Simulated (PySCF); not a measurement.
The vertical singlet excitations below were computed for one of the candidates. Method used: PySCF, TDDFT PBE0/def2-SVPD, vertical, gas phase, core orbitals frozen in the response. Geometries: PBE0-D3(BJ)/def2-SVP, one conformer each.

```json
{"state": "S1", "E (eV)": "7.58", "f": "0.016"}
{"state": "S2", "E (eV)": "8.25", "f": "0.0076"}
{"state": "S3", "E (eV)": "8.30", "f": "0.026"}
{"state": "S4", "E (eV)": "8.51", "f": "0.017"}
{"state": "S5", "E (eV)": "8.81", "f": "0.0038"}
{"state": "S6", "E (eV)": "8.91", "f": "0.0088"}
{"state": "S7", "E (eV)": "9.00", "f": "0.0054"}
{"state": "S8", "E (eV)": "9.14", "f": "0.0060"}
{"state": "S9", "E (eV)": "9.27", "f": "0.015"}
{"state": "S10", "E (eV)": "9.36", "f": "0.0021"}
```

Triplets computed (Tamm–Dancoff): 7.38, 8.04, 8.13, 8.31 eV.

Task: Which structure fits? All have the formula C5H8F4O.
A. `O(CCC(F)(F)F)[C@H](F)C`
B. `CC(C)O[C@H](F)C(F)(F)F`
C. `FCCCOCC(F)(F)F`
D. `FC(F)(F)C[C@H](F)OCC`

Result: C. Its S1, at 7.58 eV, is the lowest among the candidates; the nearest of the others has S1 at 8.08 eV. S1 is HOMO→LUMO (94%). Löwdin shares by element: HOMO oxygen 52%, carbon 19% or more, hydrogen 8% or more (atoms not listed hold the other 21%); LUMO carbon 41% or more (atoms not listed hold the other 59%). At the same level the other candidates give, for their lowest levels:
- `C[C@@H](F)OCCC(F)(F)F`: 8.09 eV (f 0.033); 8.72 eV (f 0.040); 8.88 eV (f 0.038); 8.93 eV (f 0.039); 9.06 eV (f 0.030); T1 7.86 eV; HOMO -8.71, LUMO 0.55 eV
- `CC(C)O[C@H](F)C(F)(F)F`: 8.26 eV (f 0.020); 8.89 eV (f 0.043); 9.04 eV (f 0.027); 9.16 eV (f 0.023); 9.31 eV (f 0.019); T1 8.05 eV; HOMO -8.97, LUMO 0.48 eV
- `CCO[C@@H](F)CC(F)(F)F`: 8.08 eV (f 0.012); 8.64 eV (f 0.017); 8.73 eV (f 0.021); 8.94 eV (f 0.035); 9.14 eV (f 0.015); T1 7.88 eV; HOMO -8.63, LUMO 0.65 eV

Without π bonds the low states are Rydberg-like; a valence basis with one diffuse set may place them up to an eV too high.
